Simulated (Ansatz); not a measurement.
Q: Name a neutral molecule of C, Ge, O, Te and H with size of the dipole moment (ωB97M-V/def2-TZVPP) between 1.95 and 2.25 D and LUMO energy (B3LYP/def2-TZVPP) between -0.95 and -0.65 eV (Ansatz, PBE0-D4/def2-TZVP geometry).

A: `[GeH3][O]C[TeH]` (2.15 D, -0.88 eV). Other molecules can fit too; these were computed, each in one conformer that needn't be the lowest.

B3LYP here is the variant with VWN-RPA as its local correlation; programs differ in this.
